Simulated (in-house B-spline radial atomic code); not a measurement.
The numbers below are computed, except where a source is named.
## Making a Troullier-Martins p channel for Se, r_c = 1.36 bohr

Se, [Ar] 3d10 4s2 4p4, non-relativistic PBE, spherical and spin-unpolarised, from an all-electron radial atomic-structure program (B-spline basis) (atomic units). The all-electron 4p level is ε = -0.240624 hartree, its outermost node lies just inside 0.76 bohr and its outer maximum at 1.81 bohr.

Inside r_c the pseudo-orbital is u(r) = r^2 exp(p(r)), with p = c0 + c2 r² + c4 r⁴ + … + c12 r¹². The seven coefficients follow from p and its first four derivatives at r_c, from zero curvature of the screened potential at the origin, c4 = −c2²/(2l + 5), and from the norm inside r_c. At r_c the all-electron orbital has P = 0.612068, P' = 0.490675, the screened potential V = -1.971197, V' = 3.10692, V'' = -7.694287, and the norm inside is Q = 0.1276096.

Problem. What are p, p' and p'' at r_c?

Solution. p = ln(P/r_c^2) = ln(0.612068/1.8496) = -1.10588. p' = P'/P − 2/r_c = 0.80167 − 1.47059 = -0.66892. The radial equation gives p'' = 2(V − ε) − 2(2) p'/r_c − p'² = -3.46115 − (-1.96741) − 0.44746 = -1.94119. Differentiating, p''' = 2V' + 2(2)p'/r_c² − 2(2)p''/r_c − 2p'p'' = 7.8796, and p'''' = 2V'' − 4(2)p'/r_c³ + 4(2)p''/r_c² − 2(2)p'''/r_c − 2p''² − 2p'p''' = -41.827.

For a trial c2 the five matching conditions are linear in c0, c6, c8, c10 and c12, and c2 is varied until the norm inside r_c equals Q. The root nearest zero gives:

| n | c_n |
| --- | --- |
| 0 | -0.1965796 |
| 2 | -1.374044 |
| 4 | -0.2697138 |
| 6 | 2.140951 |
| 8 | -1.827721 |
| 10 | 0.6253787 |
| 12 | -0.07839826 |

Problem. Check c4 and p(r_c), and find the screened pseudopotential at the origin.

Solution. −c2²/7 = -0.269714, as listed. The terms c_n r_c^n are -0.19658, -2.54143, -0.92270, 13.54691, -21.39052, 13.53730, -3.13887, which sum to -1.10588. Inverting the radial equation, V_l(r) = ε + 2 p'/r + (p'' + p'²)/2, so V_l(0) = ε + (2l + 3) c2 = -0.240624 + 5 × (-1.37404) = -7.1108 hartree, finite where the all-electron potential diverges.

Orbitals and screened potentials:

```csv
r (bohr),P,u,V all-electron,V pseudo
0.136,0.1631,0.01481,-155.0,-7.091
0.34,-0.2595,0.08097,-36.47,-6.464
0.544,-0.2526,0.165,-14.7,-4.188
0.748,0.005302,0.2459,-7.46,-1.122
0.952,0.2746,0.3457,-4.387,0.2704
1.156,0.4794,0.4842,-2.827,-1.249
1.36,0.6121,0.6121,-1.971,-1.971
```

Logarithmic derivatives P'/P at R = 1.66 bohr, for energies E around ε:

```json
{"E − ε (hartree)": "-0.5", "all-electron": "0.660994", "pseudo": "0.656189"}
{"E − ε (hartree)": "-0.25", "all-electron": "0.436126", "pseudo": "0.434686"}
{"E − ε (hartree)": "-0.1", "all-electron": "0.28937", "pseudo": "0.289111"}
{"E − ε (hartree)": "0", "all-electron": "0.185818", "pseudo": "0.185817"}
{"E − ε (hartree)": "0.1", "all-electron": "0.0771668", "pseudo": "0.0768603"}
{"E − ε (hartree)": "0.25", "all-electron": "-0.0965339", "pseudo": "-0.0987245"}
{"E − ε (hartree)": "0.5", "all-electron": "-0.420112", "pseudo": "-0.431299"}
```

Problem. With P(R) = 0.7013718 and a norm of 0.2607684 inside R, what slope in energy does norm conservation fix?

Solution. d(P'/P)/dE = −2 × (norm inside R)/P(R)² = -1.0602 per hartree·bohr at E = ε, for both atoms, since orbital and norm agree at R. Differences over ±0.1 hartree give -1.0610 (all-electron) and -1.0613 (pseudo), which also hold third-order terms. Half a hartree below ε the two curves differ by -0.0048.
